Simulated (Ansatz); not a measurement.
`N[SiH2]S[SiH](N)O`, charge 0, multiplicity 1.

Problem. Give a relaxed structure at PBE0-D4/def2-TZVP (the Gaussian-basis code of Ansatz). (An estimate is asked.)

Solution. The calculation gave: 
Cartesian coordinates in Å:
```
N -0.988 1.735 -0.571
Si -1.764 0.213 -0.619
S -0.408 -1.297 -1.325
Si 1.073 -1.163 0.192
N 1.806 0.383 0.121
O 0.509 -1.235 1.731
H -1.537 2.578 -0.525
H -0.127 1.802 -0.045
H -2.318 -0.274 0.674
H -2.868 0.275 -1.610
H 1.961 -2.328 -0.067
H 2.490 0.628 0.822
H 2.065 0.742 -0.785
H 0.106 -2.059 2.008
```
This is one stationary point; other conformers may exist.
